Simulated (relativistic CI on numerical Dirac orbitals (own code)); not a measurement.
## Ho3+ (4f10) in a crystal field

Calculated by Dirac-Coulomb-Breit CI, KLI orbitals optimised for each configuration, a model potential for QED, valence Slater integrals scaled by 0.85, one configuration in a parametric crystal field (own radial code).

Field parameters in Wybourne normalisation; cubic f-shell fields have B⁴₄ = √(5/14) B⁴₀ and B⁶₄ = −√(7/2) B⁶₀. The field is a parameter set, without covalency.

S is read from ⟨S²⟩ = S(S + 1).

Powder χT (cm³ K mol⁻¹) by Van Vleck's formula, with temperature-independent terms:

```
                                                                           Field   2 K   5 K  10 K  20 K  50 K  100 K  200 K  300 K
D3d, B20 = -780, B40 = -1710, B43 = 1560, B60 = -170, B63 = 800, B66 = -270 cm⁻¹   4.9  5.99  7.55  9.54  11.7   12.6   13.3   13.6
                          D3h, B20 = 920, B40 = -640, B60 = -100, B66 = 680 cm⁻¹  2.53  5.64  7.98  10.2  12.5   13.2   13.6   13.8
                        D3h, B20 = -280, B40 = -850, B60 = -780, B66 = -150 cm⁻¹   9.6  10.1  10.8  11.4  12.4   13.2   13.7   13.8
                          D3h, B20 = 690, B40 = -310, B60 = -710, B66 = 500 cm⁻¹  8.72  9.05  9.57  10.4  11.7   12.9   13.5   13.7
                          D3h, B20 = -90, B40 = -830, B60 = -610, B66 = 370 cm⁻¹  2.75   6.3  8.69  10.5  12.3   13.2   13.7   13.8
                                                 Oh, B40 = -2000, B60 = 610 cm⁻¹  5.16   8.2  9.64  10.9  12.1   12.6   13.2   13.5
```

Task: For D3h, B20 = 690, B40 = -310, B60 = -710, B66 = 500 cm⁻¹: what effective moment follows at 300 K?

Result: μ_eff = √(8χT) = 10.48 μB. The LS value g√(J(J + 1)) of the free ion's ⁵I8 level is 10.61 μB.
